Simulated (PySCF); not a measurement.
First SCF of a structure search on doublet HMoO₂, at a hand-made T-shaped (ligand arrangement 1) geometry. PySCF input:

```python
from pyscf import gto, scf, dft
mol = gto.M(atom='''
Mo     0.000000     0.000000     0.000000
O      1.778900     0.000000     0.062100
O     -1.778900     0.000000     0.062100
H      0.000000     0.000000     1.700000''',
    basis={'Mo': 'def2-TZVP', 'O': 'def2-TZVP', 'H': 'def2-TZVP'},
    ecp={'Mo': 'def2-TZVP'},
    charge=0, spin=1)
mf = dft.UKS(mol, xc='PBE0')
mf.grids.atom_grid = (50, 194)
aux = {'Mo': 'def2-universal-JKFIT', 'O': 'def2-universal-JKFIT', 'H': 'def2-universal-JKFIT'}
mf = mf.density_fit(auxbasis=aux)
mf.conv_tol = 1e-08
mf.diis_space = 10
mf.max_cycle = 60
mf.init_guess = 'minao'
mf.verbose = 4
mf.kernel()
```

Excerpt of the output (cycles alone):

```
init E= -212.446857661958
cycle= 1 E= -218.665368127999  delta_E= -6.22  |g|= 1.02  |ddm|= 2.78
cycle= 2 E= -210.274148790054  delta_E= 8.39  |g|= 3.92  |ddm|=  2.5
cycle= 3 E= -219.007816468256  delta_E= -8.73  |g|= 0.381  |ddm|= 2.36
cycle= 4 E= -219.057489381525  delta_E= -0.0497  |g|= 0.215  |ddm|= 0.424
cycle= 5 E= -219.07931092527  delta_E= -0.0218  |g|= 0.0477  |ddm|= 0.186
cycle= 6 E= -219.080442345778  delta_E= -0.00113  |g|= 0.0169  |ddm|= 0.0411
cycle= 7 E= -219.080585501724  delta_E= -0.000143  |g|= 0.00537  |ddm|= 0.0103
cycle= 8 E= -219.080629957087  delta_E= -4.45e-05  |g|= 0.00193  |ddm|= 0.00808
cycle= 9 E= -219.080653077046  delta_E= -2.31e-05  |g|= 0.00152  |ddm|= 0.00924
cycle= 10 E= -219.080658744294  delta_E= -5.67e-06  |g|= 0.000319  |ddm|= 0.00507
cycle= 11 E= -219.080659519358  delta_E= -7.75e-07  |g|= 0.000231  |ddm|= 0.00183
cycle= 12 E= -219.080659871684  delta_E= -3.52e-07  |g|= 9.99e-05  |ddm|= 0.00151
cycle= 13 E= -219.080659951048  delta_E= -7.94e-08  |g|= 2.96e-05  |ddm|= 0.00105
cycle= 14 E= -219.080659952348  delta_E= -1.3e-09  |g|= 9.83e-06  |ddm|= 8.54e-05
Extra cycle  E= -219.080659952204  delta_E= 1.44e-10  |g|= 2.65e-05  |ddm|= 2.12e-05
converged SCF energy = -219.080659952204  <S^2> = 0.76794759  2S+1 = 2.0178678
```

No lower solution of this spin was found from smeared starts or by a stability analysis within the unrestricted form.

With open d or f shells other occupations or spin states may lie lower.

The search for the lowest solution, 3 starts and the stability check together, took 10 s on 4 threads of a shared Arm Neoverse V1 host, with 108 basis functions; the process peaked at 0.49 GiB. Launch command: `OMP_NUM_THREADS=4 python axn.py task.json out`.
